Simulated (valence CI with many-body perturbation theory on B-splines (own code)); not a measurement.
**E1 line list for Ce XXVII**

Level of theory: valence CI with perturbative core correlation (CI+MBPT): four valence electrons over a frozen Dirac-Fock core [Ar] 3d10, radial functions for each j: 11 s, 11 p, 10 d, 8 f, 5 g, 2 h, with the one-electron correlation potential Σ1 (screened to all orders), the two-electron term Σ2, the three-electron term Σ3, Breit, model QED; selected single and double excitations, second order for the rest, scaled by the run's own slope (own B-spline code, finite nucleus).

No measured spectrum was set against this ion. As an estimate, large intervals hold to a few tenths of a per cent, small ones and those within an open d or f shell to about a per cent. Among the levels kept, up to 510 cm⁻¹ of a level comes from second order outside the variational space, and about a tenth of that is noise between levels of different J, which matters for small intervals.

Lines 51 to 100 of 549 in falling wavelength, among levels below 2622400 cm⁻¹, chosen from the strongest by gf and those to the six lowest levels. Wavelengths and rates use the calculated energies. Electric multipoles are in the length gauge with retardation, E1 and E2 with the static RPA response of the core. Weak lines are less certain than strong ones. Lines between different terms over intervals too small for the method are left out, as are lines whose strength nearly cancels. Where a level lies close to another of its J and parity, the split of strength between their lines is uncertain. The highest levels of a list are the least certain.

Levels are named by their leading jj configuration (3d3/2^4 stands for four electrons in 3d with j = 3/2), which in mixed levels can hold well under half, so a name can repeat and another be missing. Letters in brackets count levels of one name in rising energy.

| λ vac (nm) | Upper | Lower | A (s⁻¹) | S (a.u.) with core polarisation | S without |
| --- | --- | --- | --- | --- | --- |
| 15.50 | (4p1/2 4p3/2^2 4d5/2) J=5 | (4s 4p1/2 4p3/2 4d5/2) J=4 [c] | 1.20e+10 | 2.43e-01 | 2.63e-01 |
| 15.44 | (4s 4p1/2 4p3/2 4f5/2) J=4 [b] | (4s^2 4p1/2 4f7/2) J=4 | 1.24e+10 | 2.03e-01 | 2.19e-01 |
| 15.30 | (4s 4p1/2 4p3/2^2) J=3 | (4s^2 4p1/2 4p3/2) J=2 | 7.03e+09 | 8.70e-02 | 9.40e-02 |
| 15.22 | (4s 4p1/2^2 4f7/2) J=4 | (4s 4p1/2 4p3/2 4d5/2) J=3 [d] | 7.44e+09 | 1.17e-01 | 1.26e-01 |
| 15.05 | (4s 4p3/2^2 4d3/2) J=4 | (4s^2 4p3/2 4d3/2) J=3 | 1.10e+10 | 1.66e-01 | 1.80e-01 |
| 15.03 | (4s 4p3/2^2 4d5/2) J=4 [b] | (4s^2 4p3/2 4d5/2) J=3 | 1.38e+10 | 2.08e-01 | 2.25e-01 |
| 15.02 | (4p1/2 4p3/2^2 4d3/2) J=4 | (4s 4p1/2 4p3/2 4d3/2) J=3 [b] | 7.44e+09 | 1.12e-01 | 1.21e-01 |
| 15.00 | (4p1/2 4p3/2^2 4d3/2) J=3 [b] | (4s 4p1/2 4p3/2 4d3/2) J=2 [c] | 1.02e+10 | 1.19e-01 | 1.29e-01 |
| 14.95 | (4s^2 4p1/2 4d5/2) J=3 | (4s^2 4p3/2^2) J=2 | 8.14e+08 | 9.40e-03 | 1.01e-02 |
| 14.92 | (4s 4p1/2 4d3/2 4d5/2) J=2 [a] | (4s 4p1/2 4p3/2 4d5/2) J=1 [b] | 1.35e+10 | 1.10e-01 | 1.19e-01 |
| 14.90 | (4s 4p1/2 4p3/2 4d5/2) J=2 [a] | (4s^2 4p1/2 4d3/2) J=2 | 2.19e+10 | 1.79e-01 | 1.93e-01 |
| 14.90 | (4s 4p1/2 4p3/2 4d3/2) J=2 [a] | (4s 4p1/2 4p3/2^2) J=2 [b] | 1.18e+10 | 9.67e-02 | 1.04e-01 |
| 14.89 | (4s 4p3/2^2 4d5/2) J=2 [b] | (4s^2 4p3/2 4d5/2) J=1 | 2.76e+10 | 2.25e-01 | 2.43e-01 |
| 14.80 | (4s 4p3/2^2 4d5/2) J=3 [b] | (4s^2 4p3/2 4d5/2) J=2 | 9.93e+09 | 1.11e-01 | 1.20e-01 |
| 14.78 | (4p1/2 4p3/2^2 4d5/2) J=3 [a] | (4s 4p1/2 4p3/2 4d5/2) J=2 [b] | 1.06e+10 | 1.18e-01 | 1.27e-01 |
| 14.74 | (4s 4p1/2 4p3/2 4d5/2) J=3 [d] | (4s^2 4p1/2 4d5/2) J=2 [b] | 2.20e+10 | 2.43e-01 | 2.63e-01 |
| 14.72 | (4p1/2 4p3/2^2 4d5/2) J=3 [b] | (4s 4p1/2 4p3/2 4d5/2) J=3 [e] | 1.83e+10 | 2.02e-01 | 2.18e-01 |
| 14.70 | (4s^2 4p1/2 4d5/2) J=2 [a] | (4s^2 4p3/2^2) J=2 | 1.01e+10 | 7.95e-02 | 8.59e-02 |
| 14.62 | (4s^2 4p1/2 4d3/2) J=1 | (4s^2 4p3/2^2) J=2 | 1.31e+08 | 6.04e-04 | 6.51e-04 |
| 14.47 | (4p1/2 4p3/2^3) J=2 | (4s 4p1/2 4p3/2^2) J=2 [b] | 1.62e+10 | 1.21e-01 | 1.30e-01 |
| 14.40 | (4s 4p1/2 4p3/2 4d5/2) J=3 [d] | (4s^2 4p1/2 4d5/2) J=2 [a] | 2.41e+10 | 2.48e-01 | 2.68e-01 |
| 14.37 | (4p1/2^2 4p3/2 4d5/2) J=3 | (4s 4p1/2^2 4d5/2) J=2 | 1.58e+10 | 1.61e-01 | 1.75e-01 |
| 14.36 | (4p1/2 4p3/2^2 4d5/2) J=4 [b] | (4s 4p1/2 4p3/2 4d5/2) J=3 [b] | 8.97e+09 | 1.18e-01 | 1.27e-01 |
| 14.36 | (4s^2 4p1/2 4d5/2) J=2 [b] | (4s^2 4p3/2^2) J=2 | 2.81e+10 | 2.05e-01 | 2.22e-01 |
| 14.30 | (4s 4p1/2 4p3/2 4d5/2) J=4 [c] | (4s^2 4p1/2 4d5/2) J=3 | 3.66e+10 | 4.76e-01 | 5.14e-01 |
| 14.23 | (4s 4p1/2 4p3/2 4d5/2) J=3 [c] | (4s^2 4p1/2 4d5/2) J=3 | 9.03e+09 | 8.98e-02 | 9.68e-02 |
| 14.17 | (4s 4p1/2 4p3/2 4d3/2) J=3 [b] | (4s^2 4p1/2 4d3/2) J=2 | 2.50e+10 | 2.46e-01 | 2.65e-01 |
| 14.07 | (4s 4p1/2 4p3/2 4d5/2) J=2 [b] | (4s^2 4p1/2 4d3/2) J=2 | 1.62e+10 | 1.12e-01 | 1.20e-01 |
| 14.03 | (4s 4p3/2^2 4d5/2) J=3 [e] | (4s^2 4p3/2 4d5/2) J=3 | 4.63e+10 | 4.42e-01 | 4.77e-01 |
| 14.03 | (4s 4p1/2 4p3/2 4d3/2) J=2 [c] | (4s^2 4p1/2 4d3/2) J=1 | 4.12e+10 | 2.80e-01 | 3.03e-01 |
| 14.01 | (4p1/2 4p3/2^2 4d3/2) J=2 [b] | (4s 4p1/2 4p3/2 4d5/2) J=3 [b] | 1.54e+10 | 1.04e-01 | 1.12e-01 |
| 14.00 | (4s 4p3/2^2 4d5/2) J=3 [a] | (4s^2 4p3/2 4d3/2) J=2 | 1.27e+10 | 1.20e-01 | 1.30e-01 |
| 13.95 | (4s 4p1/2 4p3/2^2) J=2 [b] | (4s^2 4p1/2 4p3/2) J=2 | 3.96e+10 | 2.65e-01 | 2.86e-01 |
| 13.92 | (4p1/2 4p3/2^2 4d3/2) J=2 [b] | (4s 4p1/2 4p3/2 4d3/2) J=3 [b] | 2.40e+10 | 1.59e-01 | 1.72e-01 |
| 13.91 | (4s 4p3/2^2 4d5/2) J=3 [d] | (4s^2 4p3/2 4d5/2) J=2 | 1.24e+10 | 1.15e-01 | 1.24e-01 |
| 13.86 | (4s 4p1/2 4p3/2^2) J=1 [a] | (4s^2 4p1/2 4p3/2) J=2 | 6.42e+08 | 2.53e-03 | 2.72e-03 |
| 13.85 | (4s 4p3/2^3) J=1 | (4s^2 4p3/2^2) J=0 | 2.04e+10 | 8.04e-02 | 8.69e-02 |
| 13.82 | (4s 4p1/2 4p3/2^2) J=0 | (4s^2 4p1/2 4p3/2) J=1 | 4.59e+10 | 5.98e-02 | 6.44e-02 |
| 13.80 | (4s 4p1/2^2 4p3/2) J=1 | (4s^2 4p1/2^2) J=0 | 4.92e+10 | 1.92e-01 | 2.06e-01 |
| 13.77 | (4s 4p3/2^2 4d5/2) J=2 [a] | (4s^2 4p3/2 4d3/2) J=3 | 3.69e+10 | 2.38e-01 | 2.56e-01 |
| 13.70 | (4s 4p3/2^2 4d3/2) J=1 [c] | (4s^2 4p3/2 4d3/2) J=1 | 2.92e+10 | 1.11e-01 | 1.20e-01 |
| 13.65 | (4s 4p3/2^2 4d3/2) J=2 [c] | (4s^2 4p3/2 4d3/2) J=1 | 1.60e+10 | 1.01e-01 | 1.09e-01 |
| 13.65 | (4p1/2^2 4p3/2 4d5/2) J=4 | (4s 4p1/2^2 4d5/2) J=3 | 2.31e+10 | 2.61e-01 | 2.81e-01 |
| 13.64 | (4s^2 4p1/2 4f7/2) J=3 | (4s^2 4p3/2 4d3/2) J=3 | 2.33e+10 | 2.04e-01 | 2.20e-01 |
| 13.62 | (4p1/2 4p3/2^2 4d5/2) J=3 [c] | (4s 4p1/2 4p3/2 4d5/2) J=4 [c] | 4.14e+10 | 3.62e-01 | 3.90e-01 |
| 13.61 | (4p1/2 4p3/2^2 4d3/2) J=4 | (4s 4p1/2 4p3/2 4d3/2) J=4 | 8.61e+09 | 9.66e-02 | 1.04e-01 |
| 13.59 | (4s^2 4p1/2 4f7/2) J=4 | (4s^2 4p3/2 4d5/2) J=4 | 2.11e+10 | 2.35e-01 | 2.54e-01 |
| 13.58 | (4s 4p3/2^2 4d5/2) J=3 [c] | (4s^2 4p3/2 4d3/2) J=3 | 1.23e+10 | 1.06e-01 | 1.14e-01 |
| 13.58 | (4s 4p3/2^2 4d3/2) J=2 [b] | (4s^2 4p3/2 4d3/2) J=2 | 1.59e+10 | 9.82e-02 | 1.06e-01 |
| 13.57 | (4p1/2 4p3/2^2 4d3/2) J=2 [a] | (4s 4p1/2 4p3/2 4d3/2) J=3 [a] | 2.08e+10 | 1.28e-01 | 1.38e-01 |
